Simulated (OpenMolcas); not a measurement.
GeH4O2 (SMILES [OH][GeH2][OH]): methods side by side

GeH4O2 has 7 atoms, charge 0, and is taken as a singlet. SMILES: `[OH][GeH2][OH]`. Geometry: relaxed at PBE0-D4/def2-TZVP. This is one conformer, not always the lowest.

```xyz
7

O    -1.4913   -0.4160   -0.1739
Ge    0.0235    0.3770    0.3053
O     1.3474   -0.7989    0.4006
H    -1.6349   -0.4187   -1.1221
H     0.3634    1.4605   -0.7391
H    -0.1725    0.8631    1.7373
H     1.6256   -1.1352   -0.4538
```

Quantity: the energy change with the O1–H4 bond stretched from 0.959 to 1.726 Å, in eV. The values are calculated.

| level | kind | program | value (eV) | less CCSD(T)/cc-pVDZ |
| --- | --- | --- | --- | --- |
| HF/cc-pVDZ (restricted) | Hartree–Fock | OpenMolcas | 4.75 | +1.15 |
| SVWN5/cc-pVDZ (restricted) | LDA | OpenMolcas | 3.56 | -0.04 |
| BLYP/cc-pVDZ (restricted) | GGA | OpenMolcas | 3.35 | -0.25 |
| TPSS/cc-pVDZ (restricted) | meta-GGA | OpenMolcas | 3.51 | -0.09 |
| B3LYP/cc-pVDZ (restricted) | global hybrid | OpenMolcas | 3.76 | +0.16 |
| PBE0/cc-pVDZ (restricted) | global hybrid | OpenMolcas | 3.94 | +0.34 |
| B2PLYP/cc-pVDZ (restricted) | double hybrid | OpenMolcas | 3.79 | +0.19 |
| MP2/cc-pVDZ (restricted) | perturbation theory | OpenMolcas | 3.90 | +0.30 |
| CCSD(T)/cc-pVDZ (restricted) | coupled cluster or CI | OpenMolcas | 3.60 | 0.00 |

Differences are taken from CCSD(T)/cc-pVDZ (restricted) for orientation; it has basis-set and higher-order errors of its own. At this stretch a single reference begins to fail. All-electron rows without a relativistic Hamiltonian named are non-relativistic. The first shape isn't each level's own minimum. The values span 3.35 to 4.75 eV. In the correlated wave-function rows the outer d shell of Ge is correlated, in sets not made for it.
